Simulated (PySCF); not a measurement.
r2SCAN on B⁻ (boron, charge -1), [He] 2s2 2p2, high-spin 3P determinant. Computed with PySCF 2.14 in x2c-QZVPPall with one added diffuse shell each of s, p, d, f type (8s5p4d3f1g, 73 functions), with the spin-free X2C one-electron Hamiltonian (Gaussian nucleus).

```
cycle= 1 E= -24.6660601156508  delta_E= -0.00468  |g|= 0.0112  |ddm|= 0.164
cycle= 2 E= -24.6662053360869  delta_E= -0.000145  |g|= 0.00511  |ddm|= 0.0327
cycle= 3 E= -24.66615287452  delta_E= 5.25e-05  |g|= 0.00769  |ddm|= 0.0421
cycle= 4 E= -24.666245703871  delta_E= -9.28e-05  |g|= 0.000543  |ddm|= 0.0195
cycle= 5 E= -24.666246213625  delta_E= -5.1e-07  |g|= 5.88e-05  |ddm|= 0.00298
cycle= 6 E= -24.6662462213465  delta_E= -7.72e-09  |g|= 1.69e-05  |ddm|= 0.000198
cycle= 7 E= -24.666246221865  delta_E= -5.19e-10  |g|= 1.39e-06  |ddm|= 5.69e-05
converged SCF energy = -24.666246221865  <S^2> = 2.0072884  2S+1 = 3.004855
```

Highest occupied orbital energy: 1.704 eV; ⟨L²⟩ = 2.02; populations by l: s 4.00, p 2.00, d 0.00, f 0.00.

Problem. Can this result be used?

Solution. With care. The calculation finished and met its thresholds. At r2SCAN the highest occupied level has a positive energy, so only the finite basis holds that electron; in a semilocal or global hybrid functional this comes from self-interaction and does not mean that the real anion is unbound.
